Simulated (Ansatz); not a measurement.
Geometry optimisation, RKS BLYP/def2-SVP in Ansatz 0.2.0.

Input file:

```yaml
crystal:
  periodic: [false, false, false]
  atoms:
    - { symbol: W, position_ang: [0.0, 0.0, 0.0] }
    - { symbol: H, position_ang: [0.9528, 0.0, 1.6669] }
    - { symbol: H, position_ang: [1.6669, 0.0, 0.9528] }
    - { symbol: H, position_ang: [0.0, 1.72, 0.0] }
    - { symbol: H, position_ang: [-1.72, 0.0, 0.0] }
    - { symbol: H, position_ang: [0.0, -1.72, 0.0] }
    - { symbol: H, position_ang: [0.0, 0.0, -1.72] }
basis:
  gaussian: { orbitals: def2-SVP }
hamiltonian:
  xc: blyp
relax:
  f_tol: 0.15
  max_steps: 25
  restrain:
    - { distance: [1, 2], at: 1.86, k: 30.0 }
    - { distance: [0, 1], at: 1.72, k: 30.0 }
    - { distance: [0, 2], at: 1.72, k: 30.0 }
```

Command:

```bash
$ ansatz run input.yaml --threads 1 --pin off --max-ram 2048MiB --backend cpu --events-out ev --progress --plain --runs-dir out
```

Question: Where does it end, and by what steps?

Answer: The forces met the threshold. The restraints hold the end off the free minimum. After 9 steps the energy has fallen by 5.005 eV (the restraints' own energy left out); H5 moved furthest, 1.00 Å.

```
step  energy less start (eV)  largest force component (eV/Å)  accepted
   0                  0.0000                           2.338       yes
   1                  0.5407                           2.309       yes
   2                  0.3190                           2.092       yes
   3                 -0.6861                           1.998       yes
   4                 -2.4434                           2.111       yes
   5                 -3.6460                           1.667       yes
   6                 -4.4242                           0.749       yes
   7                 -4.8329                           0.546       yes
   8                 -4.9810                           0.444       yes
   9                 -5.0053                           0.376       yes
```

```xyz
7
Properties=species:S:1:pos:R:3
W 0.356 -0.242 -0.100
H 0.345 0.676 1.340
H 1.832 -0.299 0.782
H -0.511 1.202 -0.113
H -1.089 -0.167 0.763
H -0.505 -1.735 -0.148
H 0.470 0.565 -1.624
```

Time of the run: 48 s on 1 thread of Arm Neoverse V2, on a shared host, peak memory 0.12 GiB.
